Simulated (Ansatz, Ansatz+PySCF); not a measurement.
```yaml
atoms:
  - { symbol: N, position_ang: [0.0000, 0.0000, -0.2879] }
  - { symbol: H, position_ang: [0.0000, 0.0000, 2.0151] }
  - { symbol: H, position_ang: [30.0000, 0.0000, -1.2423] }
  - { symbol: F, position_ang: [30.0000, 0.0000, 0.1380] }
```

Basis set: 6-31G (spherical functions). Left uncorrelated: 2 orbitals. Charge 0, multiplicity 3.

Computed with Ansatz (development build ahead of 0.2.0); each method stands on the lowest determinant of its kind that the runs found.

The atomization energy at this shape (free ground-state atoms in the same class of orbitals less the molecule, no zero-point energy) of triplet NH₂F:

| method | atomization energy |
| --- | --- |
| UHF-CCSD(T) | 65.85 kcal/mol |
| UHF-MP2 | 47.84 kcal/mol |

Problem. What does UHF give?

Solution. 21.25 kcal/mol. Caution: the unrestricted determinant is a mixture of spin states. Caution for UHF-CCSD(T), UHF-MP2: bonds are stretched, where a single reference can fail. Caution for UHF-MP2: forces differ strongly between restricted and unrestricted references.

This basis has no polarisation functions and is too small for such energies, which can lie far from measured ones in either direction.
